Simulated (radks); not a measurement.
Results of a calculation; reference values are marked as such.
Excited configurations of K III: one electron is placed in a higher orbital outside [Ne] 3s2 3p4. The ground configuration is [Ne] 3s2 3p5. Code: a radial shooting solver on a logarithmic mesh with Libxc functionals. Model: scalar-relativistic Kohn-Sham, r2SCAN, spin-polarised, spherical densities, finite nucleus; open shells are filled with parallel spins first; meta-GGA in the generalised Kohn-Sham scheme; Fermi nuclear charge, rms radius 3.4349 fm. Excitation = E - E(ground); binding = E(ion) - E, where the ion is the core of charge +3; n* = 3/sqrt(2 binding) in atomic units, and the quantum defect is n - n*.

outer orbital  excitation (eV)  binding (eV)     n*  quantum defect
4s                      26.160        19.749  2.490           1.510
4p                      30.178        15.732  2.790           1.210
4d                      35.311        10.599  3.399           0.601
5s                      35.815        10.094  3.483           1.517
5p                      37.371         8.539  3.787           1.213
6s                      39.765         6.144  4.464           1.536
6d                      41.656         4.253  5.366           0.634
6f                      42.376         3.534  5.887           0.113
7s                      41.780         4.130  5.445           1.555
7p                      42.204         3.706  5.748           1.252

The Delta-SCF ionisation energy is 45.910 eV (NIST Atomic Spectra Database: 45.803 eV, semi-empirical). Self-interaction in the functional shifts the binding energies and quantum defects, so they are the method's values and not measured ones. Open shells are spherical and high-spin; term and fine-structure splittings are not resolved.
